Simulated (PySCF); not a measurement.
From computed data to an observable: chemical shift, span and skew from a shielding tensor

CH6O3Si2, SMILES O=CO[SiH2]O[SiH3]. Atoms are numbered in the order given.

```xyz
12

O     -3.0871     0.2424    -0.0602
C     -2.3347    -0.4119     0.6124
O     -1.0043    -0.3846     0.4955
Si    -0.2592     0.6341    -0.6775
O      1.3461     0.3556    -0.4737
Si     2.4983    -0.5007     0.3749
H     -2.6542    -1.1159     1.4100
H     -0.5779     2.0454    -0.3704
H     -0.6865     0.2130    -2.0295
H      2.4118    -0.1793     1.8271
H      3.8318    -0.1029    -0.1477
H      2.2987    -1.9642     0.1798
```
Charge 0, spin multiplicity 1.

Geometry optimised at B3LYP-D3(BJ)/def2-SVP. This is a generated structure with no PubChem entry under its InChIKey; it may be hypothetical. One conformer was computed; it need not be the lowest.

GIAO shieldings from PBE/pcSseg-1 run with PySCF, non-relativistic, no solvent. The symmetric part of the tensor of C2 has the principal values -78.7, 65.3, 67.4 ppm. The same nucleus in TMS has σ = 182.0 ppm at this level (PySCF, at its B3LYP-D3(BJ)/def2-TZVP geometry).

Question: Work out the isotropic shielding, the ¹³C shift against TMS, the span and the skew.

Answer: 
σ(iso) = (σ11 + σ22 + σ33)/3 = 18.0 ppm. δ = σ(ref) − σ(iso) = 182.0 − (18.0) = 164.0 ppm.
Span Ω = σ33 − σ11 = 146.1 ppm. Skew κ = 3(σ(iso) − σ22)/Ω = -0.97, an axial tensor. Tumbling in solution averages the tensor to δ; in a static solid the shielding alone would spread this spin-1/2 line over Ω.
